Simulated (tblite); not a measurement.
Record of a relaxation.

Compound: C3H6BClO.
Atom-mapped SMILES: `[CH2:1]=[C:2]([BH:3][Cl:4])[O:5][CH3:6]` (hydrogens: H7, H8 on C1; H9 on B3; H10, H11, H12 on C6)

Computed with GFN2-xTB (tblite), gas phase: L-BFGS steps from a force-field or distance-geometry start until the largest atomic force falls under 0.01 eV/Å. 14 of its 126 geometries are shown.

Step 0: E = -524.8845 eV, largest atomic force 2.072 eV/Å
```
atom  x, y, z in Å  |  force x, y, z in eV/Å
C1      0.990   -1.208   -0.329    0.189   0.630  -0.092
C2      0.528   -0.060    0.171   -0.269  -0.015  -0.380
B3      1.407    1.247    0.159    1.991  -0.231   0.332
Cl4     2.650    1.533    1.480   -1.568  -0.177  -1.343
O5     -0.730   -0.066    0.745   -0.390  -0.011   1.234
C6     -1.952    0.007    0.060   -0.271   0.645  -0.501
H7      1.963   -1.288   -0.788   -0.189  -0.075   0.197
H8      0.345   -2.053   -0.272   -0.064  -0.534  -0.161
H9      1.660    1.712   -0.913   -0.240   0.240   0.667
H10    -2.746   -0.019    0.864    0.852  -0.075  -0.984
H11    -2.011    0.984   -0.500   -0.141  -0.576   0.438
H12    -2.102   -0.790   -0.704    0.098   0.180   0.594
```

Step 10: E = -525.3623 eV, largest atomic force 0.223 eV/Å
```
atom  x, y, z in Å  |  force x, y, z in eV/Å
C1      0.921   -1.239   -0.345   -0.054   0.086   0.063
C2      0.501   -0.089    0.175    0.025   0.135  -0.073
B3      1.491    1.164    0.102   -0.101  -0.005   0.105
Cl4     2.470    1.519    1.423   -0.043   0.010   0.025
O5     -0.718    0.036    0.849    0.119   0.008  -0.063
C6     -1.900    0.045    0.073    0.188  -0.031   0.043
H7      1.911   -1.264   -0.772   -0.119  -0.165  -0.092
H8      0.349   -2.153   -0.332    0.007   0.059   0.003
H9      1.631    1.815   -0.872   -0.121  -0.110   0.065
H10    -2.727   -0.019    0.781    0.070   0.010  -0.004
H11    -1.974    0.983   -0.487   -0.047  -0.001  -0.086
H12    -1.955   -0.798   -0.622    0.076   0.004   0.011
```

Step 19: E = -525.4092 eV, largest atomic force 0.175 eV/Å
```
atom  x, y, z in Å  |  force x, y, z in eV/Å
C1      0.877   -1.255   -0.371   -0.050  -0.082   0.088
C2      0.541   -0.095    0.180    0.060   0.073  -0.147
B3      1.480    1.174    0.132    0.033   0.021   0.013
Cl4     2.398    1.556    1.486    0.015   0.105  -0.050
O5     -0.664    0.123    0.855    0.143  -0.046  -0.051
C6     -1.830    0.051    0.069    0.046  -0.048   0.056
H7      1.830   -1.361   -0.867   -0.132   0.014   0.081
H8      0.261   -2.137   -0.314   -0.081   0.007  -0.071
H9      1.532    1.829   -0.845    0.071   0.061   0.119
H10    -2.656   -0.022    0.774   -0.061  -0.013  -0.038
H11    -1.950    0.959   -0.539    0.026  -0.073   0.020
H12    -1.819   -0.822   -0.587   -0.069  -0.020  -0.020
```

Step 29: E = -525.4360 eV, largest atomic force 0.080 eV/Å
```
atom  x, y, z in Å  |  force x, y, z in eV/Å
C1      0.837   -1.278   -0.384    0.019  -0.008  -0.019
C2      0.582   -0.095    0.162    0.010   0.006  -0.024
B3      1.500    1.196    0.152    0.038  -0.015  -0.020
Cl4     2.378    1.639    1.513   -0.014  -0.033   0.028
O5     -0.617    0.163    0.832    0.026   0.023  -0.017
C6     -1.793    0.027    0.069   -0.014   0.023   0.003
H7      1.766   -1.461   -0.893    0.003   0.023   0.043
H8      0.144   -2.104   -0.336   -0.005   0.045  -0.024
H9      1.531    1.902   -0.788   -0.016  -0.023   0.002
H10    -2.617   -0.038    0.778    0.008   0.012  -0.011
H11    -1.927    0.913   -0.567   -0.056  -0.057  -0.006
H12    -1.784   -0.864   -0.564    0.001   0.005   0.044
```

Step 38: E = -525.4588 eV, largest atomic force 0.242 eV/Å
```
atom  x, y, z in Å  |  force x, y, z in eV/Å
C1      0.836   -1.262   -0.417   -0.110   0.069  -0.039
C2      0.600   -0.064    0.103    0.127   0.018   0.144
B3      1.556    1.194    0.168    0.057   0.044   0.003
Cl4     2.373    1.587    1.583    0.003  -0.002  -0.083
O5     -0.590    0.335    0.701    0.025  -0.094  -0.131
C6     -1.811    0.001    0.082   -0.096   0.062  -0.036
H7      1.818   -1.512   -0.787   -0.232   0.067  -0.010
H8      0.065   -2.014   -0.491    0.149  -0.099   0.028
H9      1.589    1.922   -0.760    0.073  -0.019   0.128
H10    -2.573   -0.014    0.861    0.027  -0.025   0.049
H11    -2.061    0.787   -0.637   -0.090  -0.023  -0.116
H12    -1.800   -0.961   -0.431    0.066   0.001   0.063
```

Step 48: E = -525.5177 eV, largest atomic force 0.221 eV/Å
```
atom  x, y, z in Å  |  force x, y, z in eV/Å
C1      0.802   -1.189   -0.451    0.084   0.073  -0.041
C2      0.557    0.031    0.024   -0.061   0.030   0.076
B3      1.655    1.170    0.229   -0.024   0.077  -0.080
Cl4     2.471    1.447    1.672   -0.090  -0.173  -0.084
O5     -0.649    0.605    0.349   -0.063  -0.183  -0.106
C6     -1.888   -0.031    0.083    0.042  -0.035  -0.107
H7      1.828   -1.455   -0.651   -0.107   0.000   0.046
H8      0.080   -1.955   -0.689   -0.045   0.187   0.109
H9      1.822    1.916   -0.663    0.083   0.029   0.001
H10    -2.486    0.068    0.990   -0.066  -0.017  -0.021
H11    -2.398    0.479   -0.746    0.143  -0.017   0.127
H12    -1.792   -1.086   -0.173    0.103   0.029   0.078
```

Step 58: E = -525.5694 eV, largest atomic force 0.101 eV/Å
```
atom  x, y, z in Å  |  force x, y, z in eV/Å
C1      0.771   -1.094   -0.454    0.053  -0.011  -0.063
C2      0.511    0.147   -0.048   -0.016  -0.019  -0.006
B3      1.682    1.195    0.209   -0.033  -0.013  -0.009
Cl4     2.475    1.216    1.689   -0.002  -0.020  -0.048
O5     -0.721    0.700    0.177    0.031   0.022   0.063
C6     -1.897   -0.078    0.087   -0.040  -0.031  -0.011
H7      1.793   -1.400   -0.586   -0.016   0.019   0.019
H8      0.032   -1.838   -0.698   -0.011   0.018   0.035
H9      2.010    1.945   -0.632   -0.008   0.015   0.040
H10    -2.480    0.098    0.993    0.007   0.050   0.040
H11    -2.485    0.253   -0.774    0.060  -0.066  -0.048
H12    -1.691   -1.144    0.010   -0.027   0.037  -0.013
```

Step 67: E = -525.5824 eV, largest atomic force 0.246 eV/Å
```
atom  x, y, z in Å  |  force x, y, z in eV/Å
C1      0.765   -1.071   -0.482   -0.027  -0.011   0.072
C2      0.499    0.171   -0.079   -0.107  -0.109   0.193
B3      1.678    1.200    0.193   -0.009  -0.011   0.065
Cl4     2.513    1.119    1.647    0.013  -0.050   0.044
O5     -0.732    0.695    0.223    0.029  -0.014  -0.129
C6     -1.902   -0.089    0.095   -0.018  -0.064   0.085
H7      1.790   -1.358   -0.614    0.057  -0.025  -0.083
H8      0.039   -1.846   -0.658   -0.012   0.093  -0.063
H9      2.014    2.004   -0.583   -0.038   0.101  -0.153
H10    -2.547    0.187    0.935    0.051  -0.055  -0.077
H11    -2.425    0.149   -0.838    0.131  -0.041  -0.012
H12    -1.692   -1.162    0.133   -0.070   0.185   0.059
```

Step 77: E = -525.6581 eV, largest atomic force 0.390 eV/Å
```
atom  x, y, z in Å  |  force x, y, z in eV/Å
C1      0.758   -1.056   -0.482   -0.278   0.023  -0.273
C2      0.511    0.168   -0.007   -0.107  -0.160  -0.058
B3      1.681    1.219    0.225   -0.122  -0.035   0.187
Cl4     2.697    0.989    1.544    0.080  -0.012  -0.065
O5     -0.725    0.660    0.343    0.018  -0.072  -0.173
C6     -1.893   -0.108    0.114    0.191  -0.169  -0.028
H7      1.752   -1.346   -0.770    0.080   0.080   0.175
H8     -0.002   -1.786   -0.721    0.008   0.150   0.120
H9      1.847    2.155   -0.461   -0.058  -0.021  -0.028
H10    -2.684    0.410    0.656    0.043  -0.080  -0.048
H11    -2.156   -0.170   -0.951    0.154   0.141   0.068
H12    -1.787   -1.135    0.485   -0.008   0.155   0.124
```

Step 87: E = -525.7216 eV, largest atomic force 0.155 eV/Å
```
atom  x, y, z in Å  |  force x, y, z in eV/Å
C1      0.708   -1.015   -0.533    0.011  -0.104   0.002
C2      0.494    0.175    0.025    0.058   0.053   0.033
B3      1.669    1.202    0.275   -0.014   0.032   0.151
Cl4     2.863    0.896    1.423   -0.030  -0.079  -0.123
O5     -0.735    0.679    0.359    0.037  -0.022  -0.029
C6     -1.862   -0.133    0.122    0.035   0.012  -0.050
H7      1.712   -1.324   -0.762    0.010   0.001   0.025
H8     -0.071   -1.704   -0.803   -0.010  -0.035   0.019
H9      1.711    2.202   -0.329   -0.008   0.122  -0.028
H10    -2.721    0.465    0.417   -0.035  -0.009  -0.004
H11    -1.936   -0.396   -0.938   -0.068   0.011   0.006
H12    -1.828   -1.050    0.719    0.015   0.018  -0.002
```

Step 96: E = -525.7770 eV, largest atomic force 0.325 eV/Å
```
atom  x, y, z in Å  |  force x, y, z in eV/Å
C1      0.715   -0.982   -0.490    0.041  -0.070   0.034
C2      0.467    0.223    0.038    0.112   0.083   0.013
B3      1.652    1.219    0.321    0.224  -0.086   0.031
Cl4     3.084    0.640    1.035   -0.272   0.050  -0.170
O5     -0.782    0.726    0.278   -0.111  -0.040  -0.051
C6     -1.885   -0.137    0.094   -0.050  -0.110  -0.014
H7      1.730   -1.288   -0.661    0.038  -0.019   0.050
H8     -0.042   -1.678   -0.798   -0.048  -0.058   0.018
H9      1.624    2.341   -0.011   -0.118   0.038   0.088
H10    -2.791    0.463    0.211    0.181   0.048  -0.031
H11    -1.881   -0.603   -0.902   -0.047   0.154   0.147
H12    -1.890   -0.924    0.860    0.051   0.009  -0.114
```

Step 106: E = -525.8664 eV, largest atomic force 0.146 eV/Å
```
atom  x, y, z in Å  |  force x, y, z in eV/Å
C1      0.751   -1.046   -0.448   -0.011  -0.059   0.115
C2      0.502    0.191    0.008   -0.007   0.001  -0.007
B3      1.620    1.228    0.359    0.047  -0.138  -0.007
Cl4     3.209    0.695    0.543    0.024   0.062  -0.041
O5     -0.747    0.709    0.215   -0.003   0.045   0.047
C6     -1.881   -0.103    0.037   -0.057  -0.032  -0.047
H7      1.767   -1.371   -0.578    0.012   0.037   0.001
H8     -0.004   -1.778   -0.678   -0.060   0.049  -0.019
H9      1.357    2.355    0.531    0.024   0.033   0.014
H10    -2.725    0.570    0.186   -0.044  -0.102   0.007
H11    -1.926   -0.530   -0.968    0.007   0.038  -0.080
H12    -1.923   -0.921    0.765    0.067   0.067   0.017
```

Step 115: E = -525.8859 eV, largest atomic force 0.061 eV/Å
```
atom  x, y, z in Å  |  force x, y, z in eV/Å
C1      0.737   -1.060   -0.392   -0.031   0.007   0.017
C2      0.497    0.202   -0.001   -0.007   0.004   0.021
B3      1.622    1.218    0.376    0.021  -0.006   0.009
Cl4     3.240    0.751    0.317    0.029  -0.001  -0.023
O5     -0.753    0.741    0.149    0.002   0.012   0.033
C6     -1.876   -0.094   -0.002   -0.027   0.022   0.011
H7      1.751   -1.403   -0.486    0.007   0.018   0.010
H8     -0.028   -1.779   -0.628   -0.026   0.011  -0.002
H9      1.352    2.300    0.735    0.005   0.005  -0.020
H10    -2.740    0.533    0.217    0.017  -0.019  -0.045
H11    -1.955   -0.486   -1.022    0.001   0.001   0.016
H12    -1.846   -0.925    0.710    0.010  -0.053  -0.028
```

Step 125: E = -525.8927 eV, largest atomic force 0.009 eV/Å
```
atom  x, y, z in Å  |  force x, y, z in eV/Å
C1      0.728   -1.058   -0.353   -0.001  -0.001   0.001
C2      0.491    0.198    0.056    0.002  -0.002  -0.002
B3      1.627    1.224    0.375   -0.002  -0.001   0.002
Cl4     3.244    0.774    0.207    0.004  -0.001   0.000
O5     -0.761    0.722    0.240    0.000  -0.001  -0.002
C6     -1.874   -0.102   -0.013   -0.005   0.007   0.002
H7      1.742   -1.392   -0.473    0.002   0.001   0.000
H8     -0.039   -1.779   -0.577   -0.001   0.002   0.001
H9      1.371    2.310    0.733   -0.002   0.001  -0.001
H10    -2.750    0.511    0.193    0.000   0.000  -0.002
H11    -1.898   -0.432   -1.057    0.001   0.000   0.002
H12    -1.880   -0.978    0.643    0.002  -0.006   0.000
```

**Question.** Summarise the path.

**Answer.** The energy falls by 23.25 kcal/mol from step 0 to step 125; nine tenths of that is first reached at step 97. It rises by more than 0.2 meV at step 98. The largest force goes from 2.072 to 0.009 eV/Å. Among the bonds B3–Cl4 changes most, from 1.836 to 1.687 Å; the atoms move by 1.010 Å rms after alignment.

**Question.** Follow the three bonds and two angles with the largest change from start to end.

**Answer.** 
```tsv
step	E above end (kcal/mol)	largest force (eV/Å)	B3–Cl4 (Å)	C6–H10 (Å)	C6–H11 (Å)	B3–C2–O5 (°)	C2–O5–C6 (°)
0	23.25	2.072	1.836	1.131	1.127	121.0	126.1
5	13.74	0.460	1.685	1.093	1.104	124.4	120.4
11	12.12	0.232	1.681	1.093	1.098	118.8	117.7
16	11.50	0.265	1.677	1.085	1.095	115.4	115.3
22	10.82	0.170	1.677	1.094	1.103	111.8	116.1
27	10.56	0.101	1.681	1.086	1.095	110.5	115.6
33	10.41	0.173	1.677	1.091	1.098	109.3	116.8
38	10.01	0.242	1.681	1.089	1.095	105.8	119.0
43	9.48	0.147	1.674	1.091	1.096	104.8	121.1
49	8.53	0.266	1.679	1.091	1.091	106.6	122.9
54	7.81	0.305	1.674	1.093	1.094	108.8	122.0
60	7.41	0.061	1.679	1.092	1.094	111.6	120.7
65	7.32	0.110	1.677	1.091	1.093	112.2	120.7
71	6.61	0.175	1.682	1.089	1.097	110.7	120.0
76	5.70	0.327	1.676	1.098	1.106	112.2	120.3
82	4.22	0.166	1.674	1.086	1.099	112.2	118.7
87	3.95	0.155	1.685	1.088	1.095	112.9	117.7
92	3.46	0.171	1.688	1.092	1.094	115.5	117.3
98	2.40	0.606	1.676	1.076	1.081	112.4	119.0
103	0.82	0.245	1.688	1.085	1.090	111.9	119.7
109	0.37	0.173	1.689	1.087	1.091	111.9	118.8
114	0.18	0.055	1.687	1.090	1.095	112.0	118.7
120	0.02	0.094	1.684	1.088	1.094	112.6	118.3
125	0.00	0.009	1.687	1.089	1.095	112.7	118.3
```

What follows is the cost of the whole relaxation. On Intel Xeon at 2.50 GHz, one thread, shared host with 64 logical CPUs at a one-minute load of 63, this took 6.3 s wall, 2.1 s CPU.
